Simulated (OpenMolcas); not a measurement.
Mn4+ with 6 ligands (fluoride) in octahedral coordination (Oh) at 1.84 Å. A charge of +0.333 e stands 2.6 Å behind each ligand. Ligand basis ANO-RCC-VDZP.
```
Mn    0.0000    0.0000    0.0000
F     1.8400    0.0000    0.0000
F     0.0000    1.8400    0.0000
F    -1.8400    0.0000    0.0000
F     0.0000   -1.8400    0.0000
F     0.0000    0.0000    1.8400
F     0.0000    0.0000   -1.8400
```

```json
{
 "Program": "OpenMolcas",
 "Method": "SS-CASPT2, IPEA 0.25 Eh, imaginary shift 0.1 Eh (closed shells correlated: 3s 3p and the ligand valence shells)",
 "Basis": "ANO-RCC-VTZP [6s5p3d2f1g]",
 "Scalar Hamiltonian": "DKH2, point nucleus",
 "Active space": "3 electrons in 5 orbitals (3d)",
 "State averaging": "2S+1 = 4 even, 10 roots; 2S+1 = 2 even, 40 roots",
 "Spin-orbit coupling": "RASSI with atomic mean-field integrals over the reference wave functions"
}
```

Problem. What is the spin-free ground state (labels of O, the rotations of Oh)?

Solution. 4A2, 1-fold in its orbital part; it has the highest spin that d3 allows.

Problem. Where is the first state of the same spin?

Solution. 4T2 at 24600 cm-1 above the ground state.

Problem. What are the lowest two levels with spin-orbit coupling?

Solution. A 4-fold level Γ8, then a 4-fold level Γ8 14300 cm-1 above it. Their leading multiplicities are 4 (100 %) and 2 (100 %).

Problem. What is χT at 300 K, and how does it compare with the textbook value?

Solution. The lowest level has 2S+1 = 4, for which the spin-only value is χT = S(S+1) / 2 = 1.875 cm3 K/mol (g = 2). The computed 1.838 at 300 K differs by -0.037, through orbital momentum, spin-orbit coupling and any other state in reach.

Roots that are degenerate in the reference are averaged as groups; the widest CASPT2 spread within a group is 280 cm-1 (the 3-fold group of multiplicity 2 near 38100 cm-1 above the lowest state of its run). Shifts and gaps below about the spread of the groups concerned are not significant. Over all roots computed the reference weight is 0.67 to 0.69; a low but even weight reflects the number of correlated electrons. The least metal-like active orbital is 81 % on the metal (Löwdin) and no ligand orbital is active, so the numbers are rough. Ligand-to-metal charge-transfer states are missing. With no ligand orbital active B as a rule stays too high, so bands that hang on it stand too high and its fall with covalency is understated. With one d shell and no ligand orbital active, 10Dq can be off by a tenth or more. No measured value stands beside these numbers; the geometry is a model, was not optimised and need not be the one that this ion takes.
